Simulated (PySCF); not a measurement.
Structure problem from calculated spectra and properties.

Elements present: C, F, H and Si. Monoisotopic mass: 82.0050 u.

| Item | Value |
| --- | --- |
| Rotational structure | rotational constants A, B, C: 8.892, 4.238, 3.150 GHz [PBE0-D3(BJ)/def2-SVP] |
| Polarisability | 44.1 au [B3LYP/def2-SVPD] |
| UV, strongest line | among the 10 lowest singlet transitions: S4 at 8.37 eV (148 nm, f = 0.162) [TDDFT B3LYP/def2-SVPD] |
| XPS | Si2p3/2 107.4, C1s 295.2, F1s 693.2 (×2), Si1s 1847.1 eV [ΔSCF SCAN, pcX-2 on the ionised atom, pcseg-1 elsewhere, spin-free X2C, 2p3/2 from a spin–orbit splitting computed afterwards within the 2p shell] |
| UV, first state | lowest singlet excitation: 7.62 eV (163 nm, f = 0.042) [TDDFT B3LYP/def2-SVPD] |
| 13C NMR | chemical shifts (computed TMS as zero) by class: 124.5 (1 C) ppm [GIAO B97-2/pcSseg-2] |

Electronic properties: PySCF, gas phase, density fitting. Levels stand in brackets. Geometry: PBE0-D3(BJ)/def2-SVP; no solvent, vibrations or thermal averaging. Each NMR value is the plain mean over a class of atoms that symmetry, rotation or inversion makes alike.

Problem. Which formula fits the mass and the elements?

Solution. CH4F2Si (calculated 82.0050). No other formula that holds each of these elements comes within 0.0003 u with a fitting electron parity and a possible valence count.

Problem. What is the compound? Reason from the data.

Solution. Numbering: `[F:1][CH:2]([F:3])[SiH3:4]`. Its formula, CH4F2Si, gives 0 degrees of unsaturation, so no ring and no π bond. The one carbon: CHF2 carbon [C2] (124.5 ppm). The core levels belong to: Si2p3/2 107.4 eV, SiH3 silicon [Si4]; C1s 295.2 eV, CHF2 carbon [C2]; F1s 693.2 eV, fluorine of a CF2 group [F1/F3]; Si1s 1847.1 eV, SiH3 silicon [Si4]. The optimised geometry has point group Cs and is an asymmetric top. Structure: H3SiCHF2 (`FC(F)[SiH3]`). The assignments are read from this structure; whether some other isomer fits the data as well wasn't checked.
